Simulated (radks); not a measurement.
Problem. Pm42+, configuration [Ar] 3d1 (the NIST ground configuration). All-electron calculation, Dirac Kohn-Sham, relativistic LDA (MacDonald-Vosko exchange, VWN5 correlation), spin-unpolarised, spherical densities, finite nucleus; open shells fill j = l - 1/2 first; Fermi nuclear charge, rms radius 4.962 fm. Program: a radial shooting solver on a logarithmic mesh with Libxc functionals. Some entries of the table are withheld. Estimate them.

orbital,occ.,eigenvalue (hartree),<r> (bohr),r(max) (bohr)
1s1/2,2,-1733.200,0.02327,0.01485
2s1/2,2,-355.8196,0.09793,0.08396
2p1/2,2,(1),(2),0.06364
2p3/2,4,(3),(4),0.06909
3s1/2,2,-133.8132,0.2422,0.2286
3p1/2,2,-128.8288,0.2295,0.2143
3p3/2,4,-123.7842,0.2394,0.2244
3d3/2,1,-116.2735,(5),0.1745
3d5/2,0,-115.0824,(6),0.1772
4s1/2,0,-68.88390,0.4611,0.4631
4p1/2,0,-66.75339,0.4531,0.4548
4p3/2,0,-64.87589,0.4666,0.4696

Solution. 
(1) 2p1/2 eigenvalue (hartree): -342.7879
(2) 2p1/2 <r> (bohr): 0.08194
(3) 2p3/2 eigenvalue (hartree): -322.1110
(4) 2p3/2 <r> (bohr): 0.08824
(5) 3d3/2 <r> (bohr): 0.2075
(6) 3d5/2 <r> (bohr): 0.2106
